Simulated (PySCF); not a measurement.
C8H10AlN.
Structure used (PBE0-D3(BJ)/def2-SVP), in Å, numbered top down from 1:
```xyz
20
C8H10AlN angstrom
C      4.2481   -0.8255    0.9326
C      2.9252   -0.4049    0.5129
C      1.8142   -0.0595    0.1651
C      0.5081    0.3417   -0.2369
C      0.2928    1.4285   -1.1019
C     -1.0041    1.7718   -1.4592
C     -2.0637    1.0299   -0.9501
N     -1.8623   -0.0048   -0.1254
Al    -3.4495   -1.0749    0.6282
C     -0.6214   -0.3464    0.2259
H      4.4248   -1.8812    0.6737
H      4.3654   -0.7223    2.0227
H      5.0290   -0.2205    0.4472
H      1.1483    1.9893   -1.4832
H     -1.2011    2.6099   -2.1294
H     -3.1063    1.2490   -1.1940
H     -3.0691   -2.5552    0.1286
H     -4.6427   -0.3051   -0.1301
H     -3.2679   -0.8041    2.2029
H     -0.5184   -1.2005    0.9005
```

The closed-shell ground state was solved at several levels (PySCF, density fitting, gas phase, non-relativistic).

| level | basis functions | HOMO (eV) | LUMO (eV) | gap (eV) | dipole (D) |
| --- | --- | --- | --- | --- | --- |
| B3LYP/def2-SVPD | 284 | -6.83 | -2.39 | 4.44 | 7.96 |
| HF/pcSseg-1 | 227 | -9.57 | 1.34 | 10.91 | 8.04 |

**Question.** Estimate the row for PBE0/pcSseg-1, a basis of 227 functions; the other rows only guide the guess.

**Answer.** HOMO -7.05 eV, LUMO -2.21 eV, gap 4.84 eV, dipole 8.05 D.

**Question.** Over all these levels, which gives the widest orbital gap and which the narrowest?

**Answer.** HF/pcSseg-1 (Hartree–Fock, all exact exchange) has the widest, 10.91 eV, and B3LYP/def2-SVPD (global hybrid, 20 % exact exchange) the narrowest, 4.44 eV. Functional and basis both differ between the two, so the spread mixes both effects. The HOMO need not be the same orbital at Hartree–Fock and at DFT levels.

**Question.** How far do the dipole and the HOMO energy spread over the levels?

**Answer.** The dipole runs from 7.96 to 8.05 D (mean 8.02 D) and the HOMO from -9.57 to -6.83 eV.
